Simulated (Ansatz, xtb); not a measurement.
This triplet is an excited state, 0.67 eV above the relaxed singlet at the level B3LYP/aug-cc-pVTZ // PBE0-D3(BJ)/def2-TZVPD (Ansatz, a first-principles code).

A geometry relaxed with GFN2-xTB (xtb), charge -1, multiplicity 3:

```xyz
7

B     -0.3050     0.4109     0.2081
H     -2.3699     0.8532    -0.1356
N     -1.7527     0.0585     0.0194
C      0.9959    -0.0269    -0.0803
H     -1.9273    -0.6075    -0.7359
H      3.1164    -0.6152    -0.0341
C      2.2426    -0.0729    -0.4011
```

Task: Write the SMILES of this molecule.

Result: `C#C[B-]N`
